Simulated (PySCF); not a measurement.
Species: C₅H₅FP₂.
Geometry (GFN2-xTB, Å), atoms numbered from 1 in this order:
```xyz
13
C5H5FP2 angstrom
C     -1.962   -0.076    0.088
C     -0.462   -0.056    0.007
C      0.227   -1.236   -0.212
P      1.936   -1.503   -0.338
C      2.596    0.079   -0.125
P      1.853    1.612    0.153
C      0.171    1.169    0.171
F     -0.648    2.237    0.386
H     -2.279    0.150    1.106
H     -2.355   -1.049   -0.195
H     -2.387    0.686   -0.563
H     -0.373   -2.132   -0.321
H      3.680    0.119   -0.175
```

The calculation used PySCF, TDDFT CAM-B3LYP/def2-SVPD, vertical, gas phase, core orbitals frozen in the response.

Transition dipole moments from the ground state, in atomic units and in the frame of the coordinates above (overall signs are arbitrary), for the states with f of 0.002 or more among the lowest 7:

```json
{"state": "S1", "E (eV)": "4.187", "μx": "-0.378", "μy": "-0.281", "μz": "-0.023"}
{"state": "S2", "E (eV)": "4.445", "μx": "-0.020", "μy": "0.056", "μz": "-0.378"}
{"state": "S3", "E (eV)": "4.668", "μx": "-0.716", "μy": "0.135", "μz": "0.056"}
{"state": "S4", "E (eV)": "4.684", "μx": "0.017", "μy": "-0.031", "μz": "0.177"}
{"state": "S5", "E (eV)": "5.449", "μx": "0.015", "μy": "-0.048", "μz": "0.120"}
{"state": "S6", "E (eV)": "5.570", "μx": "-0.077", "μy": "-1.661", "μz": "-0.259"}
{"state": "S7", "E (eV)": "5.617", "μx": "-1.287", "μy": "0.110", "μz": "0.091"}
```

Question: What oscillator strength does each state have?

Answer: f = (2/3) ΔE |μ|² with ΔE in hartree (27.2114 eV).

| state | \|μ\|² (au) | \|μ\| (D) | f |
| --- | --- | --- | --- |
| S1 | 0.222 | 1.20 | 0.023 |
| S2 | 0.147 | 0.97 | 0.016 |
| S3 | 0.534 | 1.86 | 0.061 |
| S4 | 0.033 | 0.46 | 0.004 |
| S5 | 0.017 | 0.33 | 0.002 |
| S6 | 2.831 | 4.28 | 0.386 |
| S7 | 1.676 | 3.29 | 0.231 |

Question: What angle do the transition dipoles of S6 and S7 make?

Answer: |cos θ| = |μa·μb| / (|μa| |μb|) = 0.05, so θ ≈ 87° (taken between 0 and 90°, since the signs are arbitrary).

Question: What peak molar absorption coefficient would the strongest computed level give as a lone Gaussian band 0.4 eV wide at half height?

Answer: ε(max) = 2.175×10⁸ f / FWHM, with the width in cm⁻¹. S6: 2.175×10⁸ × 0.3863 / 3226 ≈ 26000 L mol⁻¹ cm⁻¹.
